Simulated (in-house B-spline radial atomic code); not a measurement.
The numbers below are computed, except where a source is named.
## Sn ion on P atom: potential, deflection and energy transfer

The pair potential comes from two frozen, spherical free-atom densities (PBE, B-spline radial code, scalar-relativistic past argon): electrostatics plus the change in Thomas-Fermi kinetic and Dirac exchange energy where they overlap, the recipe behind the universal ZBL potential, which averages such potentials (from solid-state densities) over many pairs. It is written V = (Z1 Z2 e²/r) φ(r/a), with e² = 14.3996 eV·Å and a = 0.46850 Å/(Z1^0.23 + Z2^0.23); ZBL's fit is φ = 0.18175 e^(−3.1998x) + 0.50986 e^(−0.94229x) + 0.28022 e^(−0.4029x) + 0.02817 e^(−0.20162x). Where φ falls below 4e-4 it is continued as an exponential.

Masses 118.71 and 30.97 u.

```json
{"x = r/a": "0.1", "φ, this pair": "0.8875", "φ, ZBL": "0.8928"}
{"x = r/a": "0.25", "φ, this pair": "0.7648", "φ, ZBL": "0.7647"}
{"x = r/a": "0.5", "φ, this pair": "0.6138", "φ, ZBL": "0.6096"}
{"x = r/a": "1", "φ, this pair": "0.4218", "φ, ZBL": "0.4164"}
{"x = r/a": "1.5", "φ, this pair": "0.3045", "φ, ZBL": "0.2995"}
{"x = r/a": "2", "φ, this pair": "0.2271", "φ, ZBL": "0.2218"}
{"x = r/a": "3", "φ, this pair": "0.1354", "φ, ZBL": "0.1292"}
{"x = r/a": "4", "φ, this pair": "0.08465", "φ, ZBL": "0.08026"}
{"x = r/a": "5", "φ, this pair": "0.05561", "φ, ZBL": "0.05224"}
{"x = r/a": "6.5", "φ, this pair": "0.03136", "φ, ZBL": "0.02914"}
{"x = r/a": "8", "φ, this pair": "0.01817", "φ, ZBL": "0.01705"}
{"x = r/a": "10", "φ, this pair": "0.009463", "φ, ZBL": "0.008778"}
{"x = r/a": "12", "φ, this pair": "0.005331", "φ, ZBL": "0.00474"}
{"x = r/a": "14.5", "φ, this pair": "0.002669", "φ, ZBL": "0.002328"}
{"x = r/a": "17", "φ, this pair": "0.001318", "φ, ZBL": "0.001212"}
{"x = r/a": "20", "φ, this pair": "0.0005545", "φ, ZBL": "0.0005882"}
```

(1) At x = 3 the electrostatic, kinetic and exchange parts are 1573.37, 3108.38 and -183.25 eV. Find r, V and φ.

(2) The ion comes in at 4.817 keV with impact parameter 0.5418 Å. The scattering integral gives a centre-of-mass angle of 55.6° and a closest approach of 6.678 a. What are the reduced energy, the energy passed on and the laboratory angles?

Answers

(1) a = 0.46850/(2.4590 + 1.8642) = 0.10837 Å, so r = 0.32510 Å. V = 1573.37 + 3108.38 + (-183.25) = 4498.50 eV. The bare repulsion is 50 × 15 × 14.3996/0.32510 = 33219 eV, so φ = 0.1354, +4.8 % against ZBL's 0.1292. The kinetic (Pauli) term is 69 % of V here.

(2) ε = E a M2/(Z1 Z2 e² (M1 + M2)) = 4817 × 2.0762e-06 = 0.01. The most that one collision can pass on is γE with γ = 4 M1 M2/(M1 + M2)² = 0.6564. Here T = γE sin²(θ/2) = 0.6564 × 4817 × 0.2175 = 687.6 eV. The ion turns by arctan(sin θ/(cos θ + M1/M2)) = 10.6°, and the struck atom leaves at (180° − θ)/2 = 62.2°. The closest approach is 0.724 Å. With ZBL the angle would be 53.59° and T = 642.5 eV.
